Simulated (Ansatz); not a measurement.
Start from `F[SiH]([SeH])O[SiH3]` and change one atom or group to get `F[SiH](F)O[SiH3]`.

Ansatz, PBE0-D4/def2-TZVP geometries, multiplicity 1. Each molecule was computed in one conformer, which needn't be the lowest.

Scalar relativity is left out up to krypton. Spin–orbit coupling is left out; it splits and shifts lone-pair levels of the heavy atoms by tenths of an eV.

```
                                                                                  property  `F[SiH]([SeH])O[SiH3]`
                                                   HOMO–LUMO gap (ωB97M-V/def2-TZVPP) / eV                   11.27
                                                       LUMO energy (B3LYP/def2-TZVPP) / eV                   -0.47
                                          size of the dipole moment (B3LYP/def2-TZVPP) / D                    1.30
                                            zero-point energy (PBE0-D4/def2-TZVP) / kJ/mol                   132.9
                                        size of the dipole moment (ωB97M-V/def2-TZVPP) / D                    1.27
ideal-gas entropy at 298 K and 1 bar (rigid rotor, harmonic PBE0-D4/def2-TZVP) / J/(mol·K)                     405
```

Problem. What does the change do to each property? (An estimate is asked.)

Solution. Ansatz gave: 
| property | `F[SiH](F)O[SiH3]` | shift |
| --- | --- | --- |
| HOMO–LUMO gap (ωB97M-V/def2-TZVPP) / eV | 13.41 | 2.14 |
| LUMO energy (B3LYP/def2-TZVPP) / eV | -0.29 | 0.18 |
| size of the dipole moment (B3LYP/def2-TZVPP) / D | 1.48 | 0.18 |
| zero-point energy (PBE0-D4/def2-TZVP) / kJ/mol | 119.1 | -13.8 |
| size of the dipole moment (ωB97M-V/def2-TZVPP) / D | 1.45 | 0.18 |
| ideal-gas entropy at 298 K and 1 bar (rigid rotor, harmonic PBE0-D4/def2-TZVP) / J/(mol·K) | 376 | -29 |

With PBE0 the HOMO falls by 1.98 eV and the LUMO rises by 0.14 eV, so the gap widens by about 2.12 eV. PBE moves the HOMO by -1.70 eV and ωB97M-V by -2.09 eV. The zero-point energy changes by -13.8 kJ/mol with -3 modes. Dipoles are sizes alone; their direction can turn. Modes under 60 cm⁻¹, often nearly free rotors, make the harmonic entropy too high.

B3LYP here is the variant with VWN-RPA as its local correlation; programs differ in this.
